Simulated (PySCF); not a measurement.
**Telling isomers of C$_{5}$H$_{5}$F$_{3}$O apart by NMR**

Computed data (PySCF 2.14): GFN2-xTB geometry, GIAO PBE0/pcSseg-1 shieldings. A single conformation, isolated molecule, no relativistic terms, equivalent nuclei averaged.

Chemical shifts δ = σref − σ; 1H (31.72 ppm) and 13C (186.93 ppm) vs TMS, all at this level. Splittings of carbon signals by F and P are missing where no couplings were computed. Where no couplings were computed, multiplicities follow the n + 1 count of equivalent neighbours, and m marks all less simple cases (inequivalent or close neighbours, rings, F or P nearby). Shifts are as computed. Against solution values, carbons near 30 ppm lie about +3 ppm off and those near 130 ppm about +5 ppm. Of 1211 compounds with measured shifts, 218 miss one by over three times the rms of a fit or turn the order of signals round; such compounds aren't used in these exercises.

(1) Tabulate the signals of `C/C(C=O)=C/C(F)(F)F`, `C=C(/C=C/F)OC(F)F`, `FC(F)=C(F)[C@@H]1CCO1` and their relative energies.

(2) What is the quickest way to tell C=C(/C=C/F)OC(F)F from FC(F)=C(F)[C@@H]1CCO1?

(3) What is the quickest way to tell C/C(C=O)=C/C(F)(F)F from C=C(/C=C/F)OC(F)F?

(4) What is the quickest way to tell C/C(C=O)=C/C(F)(F)F from FC(F)=C(F)[C@@H]1CCO1?

Answers

(1) 
```json
{"SMILES": "C/C(C=O)=C/C(F)(F)F", "carbon types": "2×C 2×CH 1×CH3", "δC": "195.4, 155.7, 140.2, 131.6, 19.8", "δH": "10.50 (s, 1H), 6.86 (m, 1H), 2.01 (s, 3H)", "E rel. (kcal/mol)": "0.0"}
{"SMILES": "C=C(/C=C/F)OC(F)F", "carbon types": "1×C 3×CH 1×CH2", "δC": "165.4, 159.7, 122.2, 115.0, 97.1", "δH": "7.60 (m, 1H), 6.68 (m, 1H), 6.03 (m, 1H), 4.62 (m, 1H), 4.57 (m, 1H)", "E rel. (kcal/mol)": "19.9"}
{"SMILES": "FC(F)=C(F)[C@@H]1CCO1", "carbon types": "2×C 1×CH 2×CH2", "δC": "169.1, 144.3, 80.5, 69.7, 31.7", "δH": "5.38 (m, 1H), 4.82 (m, 1H), 4.75 (m, 1H), 3.20 (m, 1H), 2.64 (m, 1H)", "E rel. (kcal/mol)": "45.1"}
```

Energies are electronic energies at PBE0/pcSseg-1 on these geometries, without zero-point or thermal terms, each for the one conformer computed, which needn't be the lowest.

(2) Both give the same number of carbon signals, but DEPT or the intensities differ. The first has an alkene CH at 165.4 ppm, the second an sp3 CH2 in a ring at 31.7 ppm. Their most deshielded carbons lie at 165.4 and 169.1 ppm. In the proton spectra the most deshielded non-exchanging signals are 7.60 (m, 1H) and 5.38 (m, 1H).

(3) Both give the same number of carbon signals, but DEPT or the intensities differ. The first has an allylic methyl carbon (CH3) at 19.8 ppm, the second a β carbon of an enol-ether or enamine type C=C (CH2) at 97.1 ppm. Their most deshielded carbons lie at 195.4 and 165.4 ppm. In the proton spectra the most deshielded non-exchanging signals are 10.50 (s, 1H) and 7.60 (m, 1H).

(4) Both give the same number of carbon signals, but DEPT or the intensities differ. The first has an aldehyde carbonyl carbon (CH) at 195.4 ppm, the second an sp3 CH2 bonded to O at 69.7 ppm. Their most deshielded carbons lie at 195.4 and 169.1 ppm. In the proton spectra the most deshielded non-exchanging signals are 10.50 (s, 1H) and 5.38 (m, 1H).
